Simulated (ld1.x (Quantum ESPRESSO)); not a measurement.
# u(r) = r·R(r): atom against pseudo-atom (gallium (Ga))

Columns: radius, all-electron u(r) and pseudo u(r) of the 4s shell (level -8.95 eV) of gallium in the configuration [Ar] 3d10 4s2 4p1; PBE, scalar-relativistic, PAW scheme, ld1.x (Quantum ESPRESSO) 7.5.

```csv
r (bohr),all-electron,pseudo
0.120,-0.1727,-0.0524
0.240,-0.0471,-0.1054
0.360,0.2168,-0.1595
0.480,0.3147,-0.2149
0.600,0.2572,-0.2717
0.720,0.1177,-0.3295
0.840,-0.0479,-0.3876
0.960,-0.2081,-0.4451
1.080,-0.3484,-0.5006
1.200,-0.4636,-0.5527
1.320,-0.5535,-0.5998
1.440,-0.6200,-0.6404
1.560,-0.6661,-0.6729
1.680,-0.6950,-0.6963
1.800,-0.7097,-0.7097
1.920,-0.7127,-0.7127
2.040,-0.7063,-0.7063
2.160,-0.6926,-0.6926
2.280,-0.6732,-0.6732
2.400,-0.6495,-0.6495
2.520,-0.6228,-0.6228
2.640,-0.5940,-0.5940
2.760,-0.5639,-0.5639
2.880,-0.5332,-0.5332
3.000,-0.5024,-0.5024
3.120,-0.4719,-0.4719
```

**Question.** How many radial nodes do the two functions have?

**Answer.** The all-electron 4s function has n − l − 1 = 3 (the table is too coarse to show those close to the nucleus); the pseudo-wave has 0, since the states of the same l below it are removed with the core.

**Question.** At about which radius was the pseudo-wave matched?

**Answer.** 1.85 bohr, where the columns begin to agree (steps of 0.12 bohr).

**Question.** Is the pseudo-wave norm-conserving?

**Answer.** No, it belongs to a PAW set: the norm inside the radius is not constrained, and the difference is carried by the augmentation charge.
